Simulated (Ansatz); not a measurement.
Relaxation of the cluster Mg2Se2 with UKS r2SCAN-D4/def2-SVP.

```sh
$ ansatz run in.yaml --threads 4 --pin off --events-out ev --progress --plain --max-ram 3916MiB
```

```yaml
crystal:
  periodic: [false, false, false]
  atoms:
    - {symbol: Mg, position_ang: [-0.054400, -1.358325, -0.020425]}
    - {symbol: Mg, position_ang: [0.054404, 1.358311, 0.020425]}
    - {symbol: Se, position_ang: [-2.048716, 0.083799, -0.114097]}
    - {symbol: Se, position_ang: [2.048711, -0.083785, 0.114098]}
basis:
  gaussian: {orbitals: def2-SVP}
magnetization: {spin_polarized: true, initial_magnetization: 2}
hamiltonian: {xc: r2scan, dispersion: d4}
scf: {omitted_lower_state_checks: [starts]}
output: {orbitals: {seedname: orbitals}}
relax: {f_tol: 0.02, max_steps: 100}
```

It took 26 s on 4 threads of Arm Neoverse V2 on a shared host.

Positions (Å) and forces (eV/Å) at steps 1, 2, 4 of 4:

```xyz
4
step=1 energy=-141569.0848 eV
Mg   -0.054   -1.358   -0.020   -0.063   -1.579   -0.024
Mg    0.054    1.358    0.020    0.063    1.579    0.024
Se   -2.049    0.084   -0.114   -0.211    0.009   -0.012
Se    2.049   -0.084    0.114    0.211   -0.009    0.012
4
step=2 energy=-141569.3515 eV
Mg   -0.062   -1.554   -0.023   -0.001   -0.033    0.000
Mg    0.062    1.554    0.023    0.001    0.033    0.000
Se   -1.968    0.080   -0.110   -0.101    0.004   -0.006
Se    1.968   -0.080    0.110    0.101   -0.004    0.006
4
step=4 energy=-141569.3526 eV
Mg   -0.062   -1.552   -0.023    0.000    0.002    0.000
Mg    0.062    1.552    0.023    0.000   -0.002    0.000
Se   -1.979    0.081   -0.110    0.000    0.000    0.000
Se    1.979   -0.081    0.110    0.000    0.000    0.000
```

At r2SCAN-D4/def2-SVP a singlet of charge 0 lies 1.53 eV below the triplet, each at its own geometry. The structure comes from a short search, and lower isomers may exist.
